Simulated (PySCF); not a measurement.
K (SMILES [K]), doublet; PBE/6-31G* (PySCF).

Here is a job for PySCF.
```python
from pyscf import gto, scf, dft

mol = gto.Mole()
mol.atom = '''
    K     0.00000000    0.00000000    0.00000000
'''
mol.basis = '6-31g*'
mol.spin = 1
mol.verbose = 4
mol.build()

mf = dft.UKS(mol)
mf.xc = 'pbe'
mf.kernel()
```

**Question.** Predict the main parts of the log of this PySCF run.

**Answer.** 
```
PySCF version 2.14.0

[INPUT] verbose = 4
[INPUT] num. atoms = 1
[INPUT] num. electrons = 19
[INPUT] charge = 0
[INPUT] spin (= nelec alpha-beta = 2S) = 1
[INPUT] symmetry False subgroup None
[INPUT] Mole.unit = angstrom
[INPUT] Symbol           X                Y                Z      unit          X                Y                Z       unit  Magmom
[INPUT]  1 K      0.000000000000   0.000000000000   0.000000000000 AA    0.000000000000   0.000000000000   0.000000000000 Bohr   0.0

nuclear repulsion = 0
number of shells = 10
number of NR pGTOs = 75
number of NR cGTOs = 22
basis = 6-31g*
ecp = {}

******** <class 'pyscf.dft.uks.UKS'> ********
method = UKS
initial guess = minao
damping factor = 0
level_shift factor = 0
DIIS = <class 'pyscf.scf.diis.CDIIS'>
diis_start_cycle = 1
diis_space = 8
diis_damp = 0
SCF conv_tol = 1e-09
SCF conv_tol_grad = None
SCF max_cycles = 50
direct_scf = True
direct_scf_tol = 1e-13
number electrons alpha = 10  beta = 9
XC library pyscf.dft.libxc version 7.1.2
    S. Lehtola, C. Steigemann, M. J. T. Oliveira, and M. A. L. Marques,  SoftwareX 7, 1–5 (2018)
XC functionals = pbe
    J. P. Perdew, K. Burke, and M. Ernzerhof,  Phys. Rev. Lett. 77, 3865 (1996)
    J. P. Perdew, K. Burke, and M. Ernzerhof,  Phys. Rev. Lett. 78, 1396 (1997)
    J. P. Perdew, K. Burke, and M. Ernzerhof,  Phys. Rev. Lett. 77, 3865 (1996)
    J. P. Perdew, K. Burke, and M. Ernzerhof,  Phys. Rev. Lett. 78, 1396 (1997)
radial grids:
    Treutler-Ahlrichs [JCP 102, 346 (1995); DOI:10.1063/1.469408] (M4) radial grids

becke partition: Becke, JCP 88, 2547 (1988); DOI:10.1063/1.454033
pruning grids: <function nwchem_prune>
grids dens level: 3
symmetrized grids: False
atomic radii adjust function: <function treutler_atomic_radii_adjust>
small_rho_cutoff = 0
Set gradient conv threshold to 3.16228e-05
tot grids = 20040
init E= -599.618894111559

cycle= 1 E= -599.653716783361  delta_E= -0.0348  |g|= 0.0049  |ddm|= 0.472
cycle= 2 E= -599.653806191904  delta_E= -8.94e-05  |g|= 0.000732  |ddm|= 0.0939
cycle= 3 E= -599.653806850566  delta_E= -6.59e-07  |g|= 4.12e-05  |ddm|= 0.00279
cycle= 4 E= -599.653806855272  delta_E= -4.71e-09  |g|= 4.85e-07  |ddm|= 0.000684
cycle= 5 E= -599.653806855273  delta_E= -4.55e-13  |g|= 1.65e-08  |ddm|= 6.45e-06
Extra cycle  E= -599.653806855273  delta_E= -3.41e-13  |g|= 1.74e-09  |ddm|= 9.27e-08
converged SCF energy = -599.653806855273  <S^2> = 0.75003677  2S+1 = 2.0000368
```
